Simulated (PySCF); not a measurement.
## How the method changes the constants of IrI

State: triplet, unpaired electrons π ↑, δ ↑, a mixture of terms (⟨Lz²⟩ = 4.6). Set-up: basis Ir def2-TZVPP with ECP60, I def2-TZVPP with ECP28; scalar-relativistic core potentials; PySCF 2.14. De refers to Ir (5d7 6s2) + I in their high-spin ground configurations, without counterpoise correction. The functionals are run spin-unrestricted. A positive dipole means Ir(−)I(+).

| Level | Re (Å) | ωe (cm⁻¹) | De (eV) | μ (D) | CPU s a point (SCF and correlation, without the integrals) |
| --- | --- | --- | --- | --- | --- |
| UHF | 2.588 | 186 | n/a | -4.99 | 3.8 |
| UHF-MP2 | 2.418 | 239 | n/a | n/a | 6.8 |
| UHF-SCS-MP2 | 2.447 | 229 | n/a | n/a | n/a |
| LDA | 2.404 | 248 | n/a | -1.04 | 2.1 |
| PBE | 2.454 | 225 | n/a | -1.42 | 3.8 |
| revPBE | 2.468 | 219 | n/a | -1.54 | 4.4 |
| BP86 | 2.458 | 224 | n/a | -1.39 | 1.8 |
| r²SCAN | 2.456 | 225 | n/a | -1.99 | 4 |
| PBE0 | 2.459 | 221 | n/a | -2.41 | 8.3 |
| B97-3 | 2.481 | 211 | n/a | -2.52 | 4.1 |
| CAM-B3LYP | 2.477 | 217 | n/a | -2.73 | 10 |

What does the step from GGA to meta-GGA do here, going from PBE to r²SCAN?

r²SCAN less PBE: +0.2 pm in Re, +0.0 % in ωe. 

What does the gradient correction do here, going from LDA to PBE?

PBE less LDA: +5.0 pm in Re, -9.3 % in ωe. The gradient correction favours the more uneven density of free atoms, so it tends to lengthen bonds and takes away much of the overbinding of LDA; so it does here.

What does second-order correlation do here, going from UHF to UHF-MP2?

UHF-MP2 less UHF: -17.0 pm in Re, +28.5 % in ωe. Correlation nearly always deepens the well. The bond shortens, as in weak, metallic or heavy-atom bonds, where dispersion and the correlation of outer-core electrons pull the atoms together.

Correlated steps freeze 4 core orbitals. De is left out where the level can put another filling of the metal’s s and d shells below the measured ground configuration, by anything from nothing to about 1 eV. Spin–orbit coupling is left out, which matters for elements this heavy, above all for dissociation energies. With d or f electrons several states lie close, and the lowest PBE0 determinant need not be the measured ground state.

The whole job (state search and all levels along the bond) took about 9.2 min on 2 threads of Arm Neoverse V1 (shared host), peak memory 3.7 GiB.
